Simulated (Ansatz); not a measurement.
Reaction (redistribution): `BN1[SiH2]C1F` + `[CH3][AlH][O][SiH2]C` → `[BH2][AlH][O][SiH2]C` + `CN1[SiH2]C1F`

Computed with Ansatz on PBE0-D4/def2-TZVP structures; ΔE is electronic, products minus reactants. CCSD(T)/CBS adds triple-zeta CCSD(T) − MP2 to the extrapolated MP2 energy (def2 sets, frozen cores). DFT in def2-TZVPP. B3LYP here is the variant with VWN-RPA as its local correlation; programs differ in this. One conformer a species, not always the lowest.

CCSD(T)/CBS gives +233.7 kJ/mol.

**Question.** Another level gave +238.8 kJ/mol. Which?
A. B3LYP/def2-TZVPP
B. MP2/def2-TZVPP
C. r2SCAN/def2-TZVPP
D. PBE-D4/def2-TZVPP

**Answer.** C. r2SCAN 238.8, PBE-D4 228.6, B3LYP 233.0, MP2/def2-TZVPP 242.8 kJ/mol.

Largest T1 diagnostic among the species: 0.014.

In def2-TZVPP, CCSD(T) changes the Hartree–Fock value by +8.2 kJ/mol (the triples alone add +2.3 kJ/mol) and MP2 by +17.8 kJ/mol.
